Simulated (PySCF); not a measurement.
H2O3S, SMILES O=[SH](=O)O. Atoms are numbered in the order given.

```xyz
6

O     -1.0935    -0.6938    -0.7500
S     -0.1904    -0.0114     0.1717
O     -0.0242     1.4477     0.2243
O      1.3128    -0.6805     0.0031
H     -0.4506    -0.4820     1.4525
H      1.9365     0.0778    -0.0186
```
Charge 0, spin multiplicity 1.

Coordinates come from a PBE-D3(BJ)/def2-SVP optimisation. The values are those of a single conformer.

Method: PBE/def2-TZVPD run with PySCF.

Mulliken values depend strongly on the basis, most of all with diffuse functions as here. Atomic charges (e):

```json
[
 {"atom": "O1", "Mulliken": "-0.42", "IAO": "___"},
 {"atom": "S2", "Mulliken": "0.81", "IAO": "___"},
 {"atom": "O3", "Mulliken": "-0.47", "IAO": "___"},
 {"atom": "O4", "Mulliken": "-0.40", "IAO": "-0.73"},
 {"atom": "H5", "Mulliken": "0.15", "IAO": "-0.01"},
 {"atom": "H6", "Mulliken": "0.33", "IAO": "___"}
]
```

Question: Fill in the missing entries. (An estimate is asked for; the answer gives what the named calculation found.)

Answer: 
- O1, IAO: -0.81
- S2, IAO: 2.00
- O3, IAO: -0.84
- H6, IAO: 0.39
